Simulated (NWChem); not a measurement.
System: SbH2O2Br; SMILES [OH][Sb]([Br])[OH]

```xyz
6

Sb    -0.0204     0.7921    -0.3594
Br    -0.0483    -1.7631     0.0288
O     -1.3618     1.4192     0.9845
H     -0.9957     1.2837     1.8842
O      1.5925     1.0612     0.8044
H      1.8833     0.1824     1.1267
```
Atoms are numbered in this order, from 1.

Results from NWChem. Medium grid unless said otherwise, to which SCAN and Minnesota functionals are sensitive. All runs use the structure optimised with PBE-D3(BJ)/def2-SVP. def2 effective core potentials on Sb; no spin-orbit coupling.

Order these by “dipole (D)”, lowest first: PW91/def2-SVP; B3LYP/def2-SVP; M05-2X/def2-SVP; M06/def2-SVP.

PW91/def2-SVP (0.95), B3LYP/def2-SVP (1.04), M05-2X/def2-SVP (1.11), M06/def2-SVP (1.27)
